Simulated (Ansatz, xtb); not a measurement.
**A geometry optimisation of AlHOSi2 with r2SCAN-D4/def2-SVP**

The starting geometry of this gas-phase triplet was built from a drawn formula by distance geometry and a force field; its bonds are those of `O=[Si]=[SiH][Al]`.

```csv
atom,x (Å),y (Å),z (Å)
Al,0.7844,3.5550,-1.4055
O,-0.6362,0.4266,-5.3119
Si,-0.1301,0.8556,-3.8492
Si,0.5442,1.2996,-2.0192
H,0.7488,0.2385,-1.0086
```

Problem. Predict what it relaxes into with r2SCAN-D4/def2-SVP.

Solution. A new bond forms, giving a structure given below by its coordinates. Distances that change by over a tenth: Si3–Si4 (2.00 → 2.30 Å). Contacts that close: Al1–Si3 (3.75 → 2.57 Å).

The energy falls by 1.68 eV over 15 steps:

| step | E − E(last) (eV) |
| --- | --- |
| 1 | 1.685 |
| 3 | 0.947 |
| 4 | 0.753 |
| 6 | 0.370 |
| 7 | 0.096 |
| 9 | 0.014 |
| 10 | 0.004 |
| 12 | 0.000 |
| 13 | 0.000 |
| 15 | 0.000 |

Final geometry (Å):

```xyz
5

Al    0.3262    3.2806   -2.1496
O    -0.6384    0.7460   -5.0970
Si   -0.0765    1.3346   -3.7798
Si    1.0917    0.9685   -1.8323
H     0.6082    0.0456   -0.7355
```

From the same start GFN2-xTB ends elsewhere, differing in Al1–Si3 (4.71 against 2.57 Å here), Al1–H5 (1.66 against 3.54 Å here), Si4–H5 (2.77 against 1.51 Å here).

The end wasn't checked by frequencies. Open shells are spin-unrestricted. The triplet needn't be the ground state. Run with Ansatz 0.2.0, 89 s on 1 thread of Intel(R) Xeon(R) 6975P-C (Granite Rapids), on a shared host.
